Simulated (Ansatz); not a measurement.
Si19OH26, a nanocrystal with a defect cut from the lattice of silicon (double-bonded O in place of two caps), relaxed as a singlet with RKS PBE-D4/def2-SVP in Ansatz, starting from the GFN2-xTB geometry. Force threshold 0.03 eV/Å.

Single mean-field runs in def2-SVP are fitted with def2-universal-jkfit.

Start:

```csv
atom,x (Å),y (Å),z (Å)
Si1,0.201,-1.526,-3.693
Si2,0.942,-3.866,-0.747
Si3,0.561,2.311,-3.266
Si4,1.073,-0.038,-0.232
Si5,1.658,3.791,0.087
Si6,-1.927,2.178,-0.195
Si7,2.301,1.431,3.100
Si8,-2.287,-1.599,-0.644
Si9,-1.227,-0.185,2.734
Si10,2.065,-2.421,2.691
Si11,-0.258,0.573,-4.561
Si12,-0.035,-1.818,-1.370
Si13,1.254,-4.254,1.517
Si14,-3.164,0.486,-1.223
Si15,0.333,2.126,-0.931
Si16,1.080,-0.345,2.152
Si17,2.018,3.620,2.377
Si18,-2.084,1.902,2.120
Si19,-2.466,-1.852,1.670
O20,3.313,1.133,4.189
H21,-0.558,-2.570,-4.400
H22,1.603,-1.859,-4.000
H23,2.249,-3.901,-1.425
H24,0.200,-4.960,-1.392
H25,2.008,2.448,-3.512
H26,0.025,3.611,-3.698
H27,2.502,-0.112,-0.626
H28,2.975,3.768,-0.577
H29,1.137,5.129,-0.233
H30,-2.478,3.497,-0.566
H31,-3.069,-2.660,-1.309
H32,-1.321,-0.338,4.200
H33,3.503,-2.291,2.407
H34,1.997,-2.656,4.140
H35,0.169,0.697,-5.964
H36,-1.718,0.729,-4.648
H37,2.061,-5.465,1.743
H38,-0.053,-4.628,2.080
H39,-3.167,0.666,-2.679
H40,-4.588,0.586,-0.871
H41,0.821,4.111,3.090
H42,3.079,4.523,2.855
H43,-1.377,2.977,2.829
H44,-3.471,2.064,2.582
H45,-2.012,-3.182,2.091
H46,-3.870,-1.829,2.105
```

**Question.** Estimate the energy that the relaxation releases and the steps that it takes.

**Answer.** 0.80 eV, in 12 steps; 38 s on 2 threads of AMD EPYC 7R13 on a shared host and a share (18 GiB) of an NVIDIA H100 80GB HBM3. No frequencies were taken in this run, so the end may be a saddle point.

**Question.** Does the start keep its bonding?

**Answer.** By distances, no bond broke or formed. The bond that changes most is Si7–Si17, from 2.32 to 2.38 Å (atoms count from 1).

**Question.** Predict the relaxed structure.

**Answer.** 
Cartesian coordinates in Å:
```
Si 0.274 -1.533 -3.673
Si 0.990 -3.819 -0.741
Si 0.615 2.310 -3.218
Si 1.204 -0.042 -0.280
Si 1.674 3.743 0.078
Si -1.904 2.189 -0.228
Si 2.363 1.341 3.026
Si -2.247 -1.618 -0.706
Si -1.202 -0.197 2.705
Si 2.131 -2.339 2.672
Si -0.377 0.584 -4.479
Si 0.009 -1.763 -1.344
Si 1.144 -4.182 1.585
Si -3.193 0.481 -1.217
Si 0.344 2.057 -0.891
Si 1.048 -0.349 2.047
Si 1.891 3.591 2.426
Si -2.109 1.892 2.100
Si -2.509 -1.835 1.626
O 3.582 0.933 3.919
H -0.496 -2.619 -4.383
H 1.740 -1.722 -3.981
H 2.389 -3.813 -1.309
H 0.229 -4.945 -1.398
H 2.099 2.300 -3.493
H 0.072 3.652 -3.646
H 2.659 -0.118 -0.681
H 3.061 3.602 -0.502
H 1.144 5.104 -0.303
H -2.455 3.540 -0.619
H -3.027 -2.706 -1.407
H -1.279 -0.374 4.202
H 3.568 -2.227 2.236
H 2.070 -2.506 4.167
H 0.053 0.723 -5.921
H -1.877 0.713 -4.430
H 1.972 -5.423 1.822
H -0.231 -4.431 2.147
H -3.327 0.689 -2.703
H -4.576 0.528 -0.609
H 0.596 3.992 3.086
H 3.000 4.480 2.925
H -1.432 3.008 2.854
H -3.575 1.900 2.463
H -2.149 -3.216 2.106
H -3.959 -1.577 1.968
```
Bond lengths: 24 × Si–Si 2.35 to 2.38 Å; 1 × O–Si 1.57 Å; 26 × H–Si 1.51 Å.
